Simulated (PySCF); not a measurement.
B3LYP has the VWN-RPA correlation part, as in Gaussian. Excitations are Tamm–Dancoff values on a coarser integration grid. The basis has no diffuse functions, so Rydberg states are missing or too high.

Species: C3H5ClSi, SMILES `C(#C[SiH2]Cl)C` (charge 0, multiplicity 1).

Q: What is the computed LUMO, T1 excitation (TDA) and dipole moment (PySCF with B3LYP-D3(BJ)/def2-TZVP // PBE0-D4/def2-TZVP)?

A: 
```
Item                   Result
-------------------  --------
LUMO                 -0.68 eV
T1 excitation (TDA)   4.87 eV
dipole moment          2.74 D
```
